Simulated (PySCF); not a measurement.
Computed shifts of a molecule C5H6O, PySCF with HF/pcSseg-1, GIAO, gas phase, equivalent atoms averaged, in ppm (number of nuclei): ¹³C: 209.4 (1), 85.5 (1), 82.3 (1), 31.9 (1), 30.5 (1). ¹H: 3.34 (1), 3.06 (1), 3.05 (1), 2.69 (3). References: ¹³C against TMS (σ = 192.6 ppm); ¹⁷O against H2O (σ = 333.0 ppm); ¹H against TMS (σ = 31.99 ppm), references at their B3LYP-D3(BJ)/def2-TZVP geometries, non-relativistic. Geometry optimised at r2SCAN-D4/def2-SVP. Other conformers were not sampled.

### Question
Identify the compound among the candidates.
A. C=C1C=COC1
B. O=C1CC=CC1
C. C=C1CC(=C)O1
D. C#CCC(C)=O

### Answer
D, C#CCC(C)=O
